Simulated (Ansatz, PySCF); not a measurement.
Molecule: C3H9Sb, net charge -1, doublet state. 
Coordinates optimised at B3LYP-D3(BJ)/def2-TZVP (Ansatz, an electronic-structure program):
```xyz
13

Sb     0.1697    -0.0732     0.3569
C     -0.5497    -2.1561    -0.5348
H      0.1141    -2.9374    -0.1573
H     -0.4946    -2.1257    -1.6254
H     -1.5812    -2.3591    -0.2263
C      1.2610     1.8191    -0.5810
H      2.2895     1.8382    -0.2128
H      0.7399     2.7363    -0.2855
H      1.2648     1.7366    -1.6702
C     -1.5976     0.7190    -0.7532
H     -2.4868     0.1480    -0.4805
H     -1.4355     0.6326    -1.8313
H     -1.7481     1.7697    -0.4993
```
Charge -1, spin multiplicity 2.

Total electronic energies in hartree. Correlated levels leave the core frozen unless marked. Open shells are spin-unrestricted. Spin-orbit coupling is left out. Frozen are the shells of the preceding noble gas and the d and f shells that filled before the atom's block. Past Kr the def2 sets carry scalar-relativistic core potentials. STO-3G rows are all-electron and non-relativistic. CBS marks a two-point X^-3 extrapolation of the correlation energy; Hartree-Fock from the larger set. [CCSD(T)-MP2]/basis is that difference in the basis named.

```json
[
 {"level": "HF/def2-QZVPP", "program": "Ansatz", "energy (Eh)": "-358.07905"},
 {"level": "HF/def2-QZVPPD", "program": "Ansatz", "energy (Eh)": "-358.08013"},
 {"level": "PBE/def2-TZVPD", "program": "Ansatz", "energy (Eh)": "-359.81305"},
 {"level": "revPBE-D4/def2-TZVPD", "program": "Ansatz + dftd4", "energy (Eh)": "-360.03912"},
 {"level": "r2SCAN-D3(BJ)/def2-TZVPD", "program": "Ansatz + dftd3", "energy (Eh)": "-360.01110"},
 {"level": "B3LYP-D4/def2-TZVPD", "program": "Ansatz + dftd4", "energy (Eh)": "-360.10714"},
 {"level": "B3LYP/def2-TZVPD", "program": "Ansatz", "energy (Eh)": "-360.08896"},
 {"level": "PBE0/STO-3G", "program": "Ansatz", "energy (Eh)": "-6371.15997"},
 {"level": "PBE0-D3(BJ)/def2-TZVP", "program": "Ansatz + dftd3", "energy (Eh)": "-359.84801"},
 {"level": "PBE0-D4/def2-TZVPD", "program": "Ansatz + dftd4", "energy (Eh)": "-359.85211"},
 {"level": "PBE0/def2-TZVPD", "program": "Ansatz", "energy (Eh)": "-359.84255"},
 {"level": "PBE0/def2-QZVPP", "program": "Ansatz", "energy (Eh)": "-359.85397"},
 {"level": "TPSSh-D3(BJ)/def2-TZVPD", "program": "PySCF + dftd3", "energy (Eh)": "-359.94278"},
 {"level": "r2SCAN0/def2-TZVPD", "program": "Ansatz", "energy (Eh)": "-359.96400"},
 {"level": "M06-2X/def2-TZVPD", "program": "PySCF", "energy (Eh)": "-359.83872"},
 {"level": "B2GP-PLYP-D4/def2-TZVPD", "program": "Ansatz + dftd4", "energy (Eh)": "-359.48374"},
 {"level": "B2PLYP-D3(BJ)/def2-TZVPD", "program": "Ansatz + dftd3", "energy (Eh)": "-359.59128"},
 {"level": "B2PLYP-D4/def2-TZVPD", "program": "Ansatz + dftd4", "energy (Eh)": "-359.59026"},
 {"level": "RPA@PBE/def2-TZVPP", "program": "Ansatz", "energy (Eh)": "-359.22966"},
 {"level": "RI-MP2/def2-QZVPP", "program": "Ansatz", "energy (Eh)": "-358.81943"},
 {"level": "SCS-MP2/def2-SVPD", "program": "Ansatz", "energy (Eh)": "-358.52653"},
 {"level": "CCSD/def2-SVP", "program": "Ansatz", "energy (Eh)": "-358.53257"},
 {"level": "RI-MP2/CBS(def2-TZVPPD,def2-QZVPPD)+[CCSD(T)-MP2]/def2-SVPD", "program": "Ansatz", "energy (Eh)": "-358.9385"}
]
```

Totals of different functionals don't rank their quality; only differences between species are comparable.
